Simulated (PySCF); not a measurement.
H8N2Si2, SMILES N[SiH](N)[SiH3].

Geometry: ωB97X-D3(BJ)/def2-SVP. Other conformers were not sampled.

These are PySCF 2.14.0 with TDA-CAM-B3LYP/def2-SVPD values and carry that method's errors.

Vertical excitations. The molecule is in vacuum.

```
state  energy (eV)  λ (nm)      f                                                                 main pairs
-----  -----------  ------  -----  -------------------------------------------------------------------------
S1            6.08     204  0.022                                                             HOMO→LUMO 79 %
S2            6.35     195  0.029                                         HOMO→LUMO+1 63 %, HOMO−1→LUMO 12 %
S3            6.85     181  0.016                                         HOMO−1→LUMO 54 %, HOMO→LUMO+1 16 %
S4            6.94     179  0.040                       HOMO→LUMO+2 51 %, HOMO→LUMO+3 20 %, HOMO−1→LUMO 10 %
S5            7.22     172  0.037                                                         HOMO−1→LUMO+1 66 %
S6            7.47     166  0.192                       HOMO→LUMO+3 50 %, HOMO→LUMO+2 19 %, HOMO→LUMO+5 10 %
S7            7.65     162  0.067                                                           HOMO→LUMO+4 63 %
S8            7.69     161  0.103                      HOMO→LUMO+5 49 %, HOMO→LUMO+3 12 %, HOMO−1→LUMO+2 8 %
S9            7.90     157  0.037    HOMO→LUMO+7 31 %, HOMO−1→LUMO+2 18 %, HOMO→LUMO+5 12 %, HOMO→LUMO+4 8 %
S10           7.97     156  0.033  HOMO−1→LUMO+2 21 %, HOMO→LUMO+7 21 %, HOMO→LUMO+6 13 %, HOMO−1→LUMO+3 8 %
T1            5.55     223      0                                           HOMO→LUMO 47 %, HOMO→LUMO+1 39 %
T2            5.84     212      0                         HOMO→LUMO+1 38 %, HOMO→LUMO 25 %, HOMO→LUMO+2 17 %
T3            6.33     196      0                     HOMO−1→LUMO+1 33 %, HOMO→LUMO+2 19 %, HOMO−1→LUMO 17 %
T4            6.43     193      0    HOMO−1→LUMO 37 %, HOMO→LUMO+3 11 %, HOMO→LUMO+2 10 %, HOMO−2→LUMO+1 8 %
```
Triplets are in the Tamm–Dancoff approximation.
